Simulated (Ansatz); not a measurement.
`C/C=[CH]\[GaH][SH]` + HCl → `[SH][GaH][Cl]` + propene  (ligand exchange at a Ga–C bond)

Calculated with Ansatz (gas phase, PBE0-D4/def2-TZVP geometries, no zero-point term in ΔE). CCSD(T)/CBS is the MP2 limit (def2-TZVPP, def2-QZVPP) plus CCSD(T) − MP2 in def2-TZVPP, frozen cores. This one scheme is used for every species. DFT in def2-TZVPP. B3LYP here is the variant with VWN-RPA as its local correlation; programs differ in this. For Ga outer-core shells are correlated without core-valence functions, which leaves a few kJ/mol of doubt a bond. Scalar relativity is left out up to krypton. One conformer a species, not always the lowest.

```
             level  ΔE (kcal/mol)  difference from CCSD(T)/CBS
          B3LYP-D4          -30.5                         -1.2
            r2SCAN          -31.6                         -2.3
             B3LYP          -32.8                         -3.5
     HF/def2-TZVPP          -37.3                         -8.0
    MP2/def2-TZVPP          -29.2                          0.1
   CCSD/def2-TZVPP          -30.2                         -0.9
CCSD(T)/def2-TZVPP          -29.3                          0.0
     HF/def2-QZVPP          -37.2                         -7.9
SCS-MP2/def2-QZVPP          -30.4                         -1.1
    CCSD/CBS(def2)          -30.3                         -1.0
       CCSD(T)/CBS          -29.3                            0
```

Largest T1 diagnostic among the species: 0.013.

From PBE to PBE0 (25 % exact exchange), in def2-TZVPP and without D4, ΔE moves by −1.1 kcal/mol. In def2-TZVPP, CCSD(T) changes the Hartree–Fock value by +8.0 kcal/mol (the triples alone add +1.0 kcal/mol) and MP2 by +8.0 kcal/mol. The D4 term adds +2.3 kcal/mol with B3LYP and +1.4 kcal/mol with PBE0; it sums over pairs of atoms, weighted by their polarisabilities, and B3LYP, whose exchange is more repulsive, gets the larger term.
